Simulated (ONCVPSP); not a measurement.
# What one change does to a pseudopotential (Os (Z = 76), ONCV)

| Item | Value |
| --- | --- |
| Element | osmium |
| Generator | ONCVPSP 4.0.1 |
| Type | optimised norm-conserving Vanderbilt (ONCV) |
| Functional | PBEsol |
| Relativity | scalar-relativistic |
| Frozen core | [Kr] 4d10 4f14 5s2 |
| Valence charge | 14 |
| Reference configuration | 5p6 5d6 6s2 |
| Partial waves | 6s: rc 2.60 bohr, ncon 4, nbas 8, qcut 2.5 1/bohr, 2 projectors, debl 3.2 Ha; 5p: rc 1.75 bohr, ncon 4, nbas 9, qcut 8.7 1/bohr, 3 projectors, debl 2.5 Ha; 5d: rc 1.60 bohr, ncon 4, nbas 8, qcut 5.5 1/bohr, 1 projector |
| Local potential | polynomial inside 1.55 bohr (lpopt 4, dvloc0 2 Ha) |
| Core correction | Teter function, fcfact 3.5, rcfact 1.55 |

All-electron outer shells of the reference configuration (PBEsol, scalar-relativistic, ld1.x):

```csv
shell,level (eV),outermost node (bohr),outermost maximum (bohr)
4f,-52.02,–,0.40
5p,-50.86,0.55,1.03
5d,-6.29,0.60,1.36
6s,-6.19,1.20,2.48
```

Change: core correction Teter function, fcfact 3.5, rcfact 1.62.

Cutoffs: the cutoffs (Ha) at which the residual kinetic energy of the hardest occupied pseudo-wave falls to 1 and 0.1 mHa per electron; they do not see the model core or the augmentation charge, which bear on the density cutoff. Errors are all-electron minus pseudo energies relative to the spin-unpolarised reference configuration.

**Question.** What does the change do?

**Answer.** The potential gets neither clearly harder nor softer (21 Ha and 50 Ha → 21 Ha and 50 Ha); of the 4 tests that both files solve, the error grows in 2 and shrinks in 0 by more than 15 % and 0.3 meV (median size 14.9 → 18.5 meV); neither file shows a bound ghost. A model core, the more so a compact one, raises the density cutoff, which this test does not measure.

| quantity | base | changed |
| --- | --- | --- |
| cutoff, loose | 21 Ha | 21 Ha |
| cutoff, tight | 50 Ha | 50 Ha |
| bound ghosts | none | none |
| GHOST(+) flags under 300 eV | s at 60.2 eV, s at 64.4 eV | s at 60.2 eV, s at 64.4 eV |
| error for 5p6 5d6 6s1, meV [ΔE 9.62 eV] | -9.5 | -9.4 |
| error for 5p6 5d6 6s0, meV [ΔE 26.56 eV] | -41 | -42 |
| error for 5p6 5d5 6s0, meV [ΔE 55.44 eV] | -20 | -27 |
| error for 5p6 5d5 6s2 6p1, meV [ΔE 6.15 eV] | -4.5 | -7.1 |
| s: phases at 2.64 bohr within 0.05 rad from the reference energy up to (Ha; the scan ends near 5) | 1.8 | 1.8 |
| p: phases at 1.78 bohr within 0.05 rad from the reference energy up to (Ha; the scan ends near 5) | to the end of the scan | to the end of the scan |
| d: phases at 1.63 bohr within 0.05 rad from the reference energy up to (Ha; the scan ends near 5) | to the end of the scan | to the end of the scan |
| rms error of d²Exc/dni dnj with the model core, mHa | 0.50 | 0.93 |
